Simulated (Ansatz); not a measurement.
System: trimethoxygermane, C3H10GeO3, net charge 0, singlet state. SMILES: C[O][GeH]([O]C)[O]C
Coordinates optimised at B3LYP-D3(BJ)/def2-TZVP (Ansatz, a program for electronic structure):
```
Ge
O 1 1.7598
C 2 1.4224 1 119.33
H 3 1.0901 2 107.31 1 -179.17
H 3 1.0935 4 108.84 2 120.88
H 3 1.0962 4 108.29 5 118.11
O 1 1.7660 2 102.87 3 -174.98
C 7 1.4207 1 119.32 2 160.99
H 8 1.0902 7 107.45 1 -179.80
H 8 1.0941 9 108.61 7 -120.93
H 8 1.0967 9 108.18 10 -117.89
O 1 1.7800 2 107.95 3 -57.56
C 12 1.4181 1 121.42 2 148.53
H 13 1.0913 12 108.19 1 -151.77
H 13 1.0947 14 108.51 12 120.60
H 13 1.0964 14 108.14 15 117.26
H 1 1.5432 2 113.84 3 62.76
```
Charge 0, spin multiplicity 1.

Wanted: atomisation energy (electronic, to ground-state atoms), in kcal/mol. Correlated levels leave the core frozen unless marked. Open shells are spin-unrestricted. Spin-orbit coupling is left out. The frozen core is the preceding noble-gas configuration, with the filled d and f shells of earlier blocks. No relativistic terms. The coupled-cluster limit lacks core correlation, which all-electron functionals hold. CBS marks a two-point X^-3 extrapolation of the correlation energy; Hartree-Fock from the larger set. [CCSD(T)-MP2]/basis is that difference in the basis named.

```tsv
level	program	atomisation energy (kcal/mol)
BLYP/def2-TZVPD	Ansatz	1494.0
B97M-V/def2-TZVPD	Ansatz	1514.8
B3LYP/def2-TZVPD	Ansatz	1498.1
PBE0/STO-3G	Ansatz	1764.7
CAM-B3LYP/def2-TZVPD	Ansatz	1514.7
LC-wPBE-D4/def2-TZVPD	Ansatz + dftd4	1517.1
wB97X-V/def2-TZVPD	Ansatz	1519.7
B2PLYP-D4/def2-TZVPD	Ansatz + dftd4	1500.9
MP2/STO-3G	Ansatz	1456.4
MP2/aug-cc-pVTZ	Ansatz	1516.8
RI-MP2/aug-cc-pVTZ	Ansatz	1516.6
SCS-MP2/6-31G	Ansatz	1278.2
SCS-MP2/aug-cc-pVTZ	Ansatz	1510.5
CCSD(T)/cc-pVTZ	Ansatz	1480.2
RI-MP2/CBS(aug-cc-pVTZ,aug-cc-pVQZ)+[CCSD(T)-MP2]/aug-cc-pVTZ	Ansatz	1522.7
```
